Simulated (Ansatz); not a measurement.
Relaxation of CH₆AlFGeOS (12 atoms, charge 0, multiplicity 1), to a largest force component of 0.015 eV/Å in at most 40 steps.

Theory: RKS PBE/def2-SVP in Ansatz.

```xyz
12
Properties=species:S:1:pos:R:3:forces:R:3
O 0.792 2.307 1.593 -2.44 -0.76 -1.57
Al -0.353 1.099 0.803 0.81 0.99 1.09
S -2.066 0.167 1.983 1.35 -0.75 0.10
C 0.044 0.539 -1.078 -2.99 -0.50 1.32
F -1.149 0.791 -1.853 0.51 0.01 0.15
Ge 0.331 -1.366 -1.109 0.30 -0.79 0.07
H 1.503 1.823 1.988 1.33 -0.56 0.84
H -1.159 -0.858 2.438 -0.92 1.10 -0.50
H 0.844 1.095 -1.446 2.00 1.35 -1.20
H 0.573 -1.833 -2.547 0.06 -0.17 -0.30
H 1.581 -1.682 -0.236 0.05 0.01 0.02
H -0.864 -2.137 -0.502 -0.06 0.08 -0.01
```

Problem. Where does it end, and by what steps?

Solution. It converged. After 31 steps the energy has fallen by 0.925 eV; H8 moved furthest, 2.41 Å.

```tsv
step	energy less start (eV)	largest force component (eV/Å)	accepted
0	0.0000	2.986	yes
2	-0.3712	2.226	yes
4	-0.6677	0.411	yes
6	-0.6918	0.209	yes
8	-0.7199	0.167	yes
10	-0.7594	0.903	yes
12	-0.8380	0.189	yes
14	-0.8469	0.660	no
16	-0.8773	0.135	yes
18	-0.8937	0.192	yes
20	-0.9012	0.204	yes
22	-0.9130	0.179	yes
24	-0.9198	0.153	yes
26	-0.9239	0.048	yes
28	-0.9249	0.027	yes
30	-0.9251	0.016	yes
31	-0.9251	0.013	yes
```

```xyz
12
Properties=species:S:1:pos:R:3
O 1.376 1.408 1.624
Al -0.162 0.925 1.039
S -2.010 0.930 2.224
C -0.281 0.278 -0.832
F -1.646 0.001 -1.119
Ge 0.759 -1.384 -1.182
H 1.558 1.729 2.521
H -2.664 0.473 1.113
H 0.077 1.045 -1.559
H 0.462 -1.899 -2.615
H 2.273 -1.086 -1.019
H 0.335 -2.473 -0.160
```

Whether the end is a true minimum wasn't checked by a vibrational analysis.

Time of the run: 43 s on 2 threads of AMD EPYC 9R45 96-Core Processor (Zen 5) (shared host), peak memory 0.26 GiB.
